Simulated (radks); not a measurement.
Results of a calculation; reference values are marked as such.
All-electron atom: the tantalum ion Ta2+ in [Xe] 4f14 5d3. Level of theory: scalar-relativistic Kohn-Sham, LDA (Slater exchange, VWN5 correlation), spin-polarised, spherical densities, point nucleus; open shells are filled with parallel spins first (spin-orbit coupling, left out, can overturn this in heavy ions); hard spherical wall at 7 bohr (a radial shooting solver on a logarithmic mesh with Libxc functionals).

Unscreened Slater integrals over Kohn-Sham orbitals (eV). They are taken over the spin-up orbitals. Empty in this configuration: 6s.

integral,value
"F0(5d,5d)",12.502
"F2(5d,5d)",6.4329
"F4(5d,5d)",4.2103
"F0(5d,4f)",16.251
"F2(5d,4f)",3.5945
"F4(5d,4f)",1.6722
"G1(5d,4f)",1.4759
"G3(5d,4f)",1.2305
"G5(5d,4f)",0.94463
"F0(5d,5p)",14.695
"F2(5d,5p)",6.9087
"G1(5d,5p)",8.0276
"G3(5d,5p)",4.9180
"F0(5d,5s)",15.264
"G2(5d,5s)",4.9135
"F0(5d,6s)",9.8767
"G2(5d,6s)",3.0559
"F0(4f,4f)",39.368
"F2(4f,4f)",18.803
"F4(4f,4f)",11.816
"F6(4f,4f)",8.5065
"F0(4f,5p)",23.113
"F2(4f,5p)",7.4340
"G2(4f,5p)",3.4635
"G4(4f,5p)",2.7423
"F0(4f,5s)",26.271
"G3(4f,5s)",4.3335
"F0(4f,6s)",11.358
"G3(4f,6s)",0.40029
"F0(5p,5p)",18.927
"F2(5p,5p)",10.169
"F0(5p,5s)",20.337
"G1(5p,5s)",13.493
"F0(5p,6s)",10.676
"G1(5p,6s)",0.94461
"F0(5s,5s)",22.212
"F0(5s,6s)",10.878
"G0(5s,6s)",0.50859
"F0(6s,6s)",8.7145

Derived for the open shells (J is the average intra-shell exchange parameter used in DFT+U). 5d: Racah B = F2/49 - 5 F4/441 = 0.08355 eV, C = 35 F4/441 = 0.3341 eV, C/B = 4.00, F4/F2 = 0.654, J = (F2 + F4)/14 = 0.7602 eV.
